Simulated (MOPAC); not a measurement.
Job for MOPAC: PM6 on CH5BeN (SMILES [CH3][Be][NH2]), a point of a bond scan (R = 1.008 Å).

```
PM6 1SCF PRECISE CHARGE=0 THREADS=1
CH5BeN

Be    -0.05338971 1    -0.02644051 1     0.04849133 1
C      1.12094596 1     0.43700284 1    -1.06892021 1
H      2.03930215 1    -0.15003544 1    -0.97439473 1
H      1.40420627 1     1.48665163 1    -0.93499189 1
H      0.77510618 1     0.33497700 1    -2.10183487 1
N     -1.10234757 1    -0.43074027 1     1.05075998 1
H     -1.51699371 1    -1.34642046 1     1.12178610 1
H     -1.49730479 1     0.17375412 1     1.75367146 1
```

Program output:

```
*******************************************************************************
 **                                                                           **
 **                              MOPAC v23.2.5                                **
 **                                                                           **
 *******************************************************************************
 ** MOPAC's Digital Object Identifier: https://doi.org/10.5281/zenodo.6511958 **
 **                                                                           **
 ** Please cite the open-source release paper for use of this MOPAC version:  **
 ** J. E. Moussa and J. J. P. Stewart (2026)                                  **
 ** MOPAC: An open-source semiempirical molecular orbital program             **
 ** J. Open Source Softw., 11(119), 8025, https://doi.org/10.21105/joss.08025 **
 *******************************************************************************

                              PM6 CALCULATION RESULTS

 *******************************************************************************
 *  PM6        - The PM6 Hamiltonian to be used
 *
 *
 *
 *                 CHARGE ON SYSTEM = 0
 *
 *
 *
 *  PRECISE    - TIGHTER CRITERIA TO BE USED
 *  1SCF       - DO 1 SCF AND THEN STOP
 *  THREADS=1  - MULTI-THREADING NOT USED
 *  T=         - A TIME OF 172800.0 SECONDS REQUESTED
 *  DUMP=N     - RESTART FILE WRITTEN EVERY 7200.0 SECONDS REQUESTED
 *******************************************************************************
PM6 1SCF PRECISE CHARGE=0 THREADS=1
 CH5BeN

   ATOM   CHEMICAL          X               Y               Z
  NUMBER   SYMBOL      (ANGSTROMS)     (ANGSTROMS)     (ANGSTROMS)

     1      Be         -0.05338971  *  -0.02644051  *   0.04849133  *
     2       C          1.12094596  *   0.43700284  *  -1.06892021  *
     3       H          2.03930215  *  -0.15003544  *  -0.97439473  *
     4       H          1.40420627  *   1.48665163  *  -0.93499189  *
     5       H          0.77510618  *   0.33497700  *  -2.10183487  *
     6       N         -1.10234757  *  -0.43074027  *   1.05075998  *
     7       H         -1.51699371  *  -1.34642046  *   1.12178610  *
     8       H         -1.49730479  *   0.17375412  *   1.75367146  *



          CARTESIAN COORDINATES

    NO.       ATOM           X           Y           Z

     1        Be         -0.0534     -0.0264      0.0485
     2         C          1.1209      0.4370     -1.0689
     3         H          2.0393     -0.1500     -0.9744
     4         H          1.4042      1.4867     -0.9350
     5         H          0.7751      0.3350     -2.1018
     6         N         -1.1023     -0.4307      1.0508
     7         H         -1.5170     -1.3464      1.1218
     8         H         -1.4973      0.1738      1.7537

 General Reference for PM6:
 "Optimization of Parameters for Semiempirical Methods V: Modification of NDDO Approximations
 and Application to 70 Elements", J. J. P. Stewart, J. Mol. Mod., 13, 1173-1213 (2007)
 URL: https://link.springer.com/article/10.1007/s00894-007-0233-4

           Empirical Formula: C H5 N Be  =     8 atoms



      MOLECULAR POINT GROUP   :   Cs


      RHF CALCULATION, NO. OF DOUBLY OCCUPIED LEVELS = 8


 -------------------------------------------------------------------------------
 PM6 1SCF PRECISE CHARGE=0 THREADS=1
 CH5BeN



     1SCF WAS SPECIFIED, SO BFGS WAS NOT USED
     SCF FIELD WAS ACHIEVED


                              PM6 CALCULATION
                                                       MOPAC v23.2.5 Linux




          FINAL HEAT OF FORMATION =         -7.18451 KCAL/MOL =     -30.06000 KJ/MOL


          COSMO AREA              =         94.70 SQUARE ANGSTROMS
          COSMO VOLUME            =         76.82 CUBIC ANGSTROMS

          IONIZATION POTENTIAL    =          9.353371 EV
          HOMO LUMO ENERGIES (EV) =         -9.353  3.490
          NO. OF FILLED LEVELS    =          8
          MOLECULAR WEIGHT        =         40.0694         POINT GROUP:  Cs

          MOLECULAR DIMENSIONS (Angstroms)

            Atom       Atom       Distance
            H     7    H     4     4.55961
            H     8    H     5     3.03256
            H     3    H     8     1.68598


          SCF CALCULATIONS        =          1





   ATOM   CHEMICAL          X               Y               Z
  NUMBER   SYMBOL      (ANGSTROMS)     (ANGSTROMS)     (ANGSTROMS)

     1      Be         -0.05338971  *  -0.02644051  *   0.04849133  *
     2       C          1.12094596  *   0.43700284  *  -1.06892021  *
     3       H          2.03930215  *  -0.15003544  *  -0.97439473  *
     4       H          1.40420627  *   1.48665163  *  -0.93499189  *
     5       H          0.77510618  *   0.33497700  *  -2.10183487  *
     6       N         -1.10234757  *  -0.43074027  *   1.05075998  *
     7       H         -1.51699371  *  -1.34642046  *   1.12178610  *
     8       H         -1.49730479  *   0.17375412  *   1.75367146  *

                             CARTESIAN COORDINATES

   1   Be       -0.053389710    -0.026440510     0.048491330
   2    C        1.120945960     0.437002840    -1.068920210
   3    H        2.039302150    -0.150035440    -0.974394730
   4    H        1.404206270     1.486651630    -0.934991890
   5    H        0.775106180     0.334977000    -2.101834870
   6    N       -1.102347570    -0.430740270     1.050759980
   7    H       -1.516993710    -1.346420460     1.121786100
   8    H       -1.497304790     0.173754120     1.753671460


           Empirical Formula: C H5 N Be  =     8 atoms



      MOLECULAR POINT GROUP   :   Cs


                  EIGENVALUES
 -29.85765 -23.50741 -15.96089 -14.41522 -12.88229 -12.78910 -10.80205  -9.35337
   3.49006   4.60065   4.80594   5.54755   6.69108   6.75092   7.51108   7.76671
   8.12199


              NET ATOMIC CHARGES AND DIPOLE CONTRIBUTIONS

  ATOM NO.   TYPE          CHARGE      No. of ELECS.   s-Pop       p-Pop
    1         Be           0.590854        1.4091     0.62200     0.78715
    2          C          -0.782893        4.7829     1.08972     3.69317
    3          H           0.161334        0.8387     0.83867
    4          H           0.161057        0.8389     0.83894
    5          H           0.161334        0.8387     0.83867
    6          N          -0.765834        5.7658     1.48055     4.28529
    7          H           0.237106        0.7629     0.76289
    8          H           0.237042        0.7630     0.76296
 DIPOLE           X         Y         Z       TOTAL
 POINT-CHG.    -0.477    -0.176     0.459     0.685
 HYBRID        -0.226    -0.076     0.220     0.325
 SUM           -0.703    -0.252     0.679     1.010


          ATOMIC ORBITAL ELECTRON POPULATIONS

     Atom    s        px        py        pz
    1 Be   0.62200   0.35753   0.10470   0.32492
    2  C   1.08972   1.25527   1.19110   1.24680
    3  H   0.83867
    4  H   0.83894
    5  H   0.83867
    6  N   1.48055   1.56821   1.22583   1.49124
    7  H   0.76289
    8  H   0.76296

 **********************
 *                    *
 * JOB ENDED NORMALLY *
 *                    *
 **********************




 == MOPAC DONE ==
```

The run finished.

Cost: about 0.03 core-seconds (a rough figure).
